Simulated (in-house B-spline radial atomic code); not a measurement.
Radial electron density of Cu⁷⁺, [Ar] 3d4. Method: Dirac-Hartree-Fock, average of configuration, Fermi nucleus of rms radius 3.8823 fm. Calculated with a radial B-spline atomic code at the basis-set limit.

Columns: r (bohr), 4πr²n(r) (electrons per bohr), bar.

```
 0.00196   0.8278 #
 0.00233    1.136 #
 0.00277    1.553 ##
  0.0033    2.121 ##
 0.00392    2.864 ###
 0.00467    3.862 ####
 0.00556    5.158 ######
 0.00661    6.807 #######
 0.00787    8.901 ##########
 0.00936    11.46 #############
  0.0111    14.47 ################
  0.0133    18.15 ####################
  0.0158    22.01 ########################
  0.0188    26.04 #############################
  0.0223    29.79 #################################
  0.0266    32.99 ####################################
  0.0316    34.99 ######################################
  0.0376     35.5 #######################################
  0.0448    34.41 ######################################
  0.0533    32.17 ###################################
  0.0634     29.7 #################################
  0.0754    28.31 ###############################
  0.0897    29.09 ################################
   0.107    32.33 ####################################
   0.127    36.71 ########################################
   0.151    40.04 ############################################
    0.18     39.8 ############################################
   0.214       35 ######################################
   0.255    27.08 ##############################
   0.303    19.81 ######################
   0.361    16.26 ##################
   0.429    17.05 ###################
    0.51     19.5 #####################
   0.607    20.08 ######################
   0.723     17.1 ###################
    0.86    11.75 #############
    1.02    6.491 #######
    1.22    2.693 ###
    1.45   0.8786 #
    1.72   0.2173 
    2.05  0.03699 
    2.44 0.004335
```

On this grid the curve has 3 maxima, near 0.0376, 0.151, 0.607 bohr.

The 3p1/2 radial function P(r) = rR(r), positive near the nucleus, with its small component Q(r) (sign convention: Q ≈ (P' + κP/r)/2c):

| r (bohr) | P | Q |
| --- | --- | --- |
| 0.00165 | 0.00143 | 0.005488 |
| 0.00233 | 0.002465 | 0.007588 |
| 0.0033 | 0.004363 | 0.01046 |
| 0.00467 | 0.007848 | 0.0143 |
| 0.00661 | 0.01428 | 0.01934 |
| 0.00936 | 0.02609 | 0.02575 |
| 0.0133 | 0.04775 | 0.03359 |
| 0.0188 | 0.08536 | 0.04226 |
| 0.0266 | 0.1489 | 0.05079 |
| 0.0376 | 0.2487 | 0.05702 |
| 0.0533 | 0.3914 | 0.05777 |
| 0.0754 | 0.5586 | 0.0495 |
| 0.107 | 0.6881 | 0.03033 |
| 0.151 | 0.6535 | 0.004179 |
| 0.214 | 0.3136 | -0.01995 |
| 0.303 | -0.3431 | -0.03006 |
| 0.429 | -1.041 | -0.02252 |
| 0.607 | -1.319 | -0.00732 |
| 0.86 | -1.007 | 0.002075 |
| 1.22 | -0.4541 | 0.002897 |
| 1.72 | -0.1091 | 0.0009917 |
| 2.44 | -0.01039 | 0.0001139 |
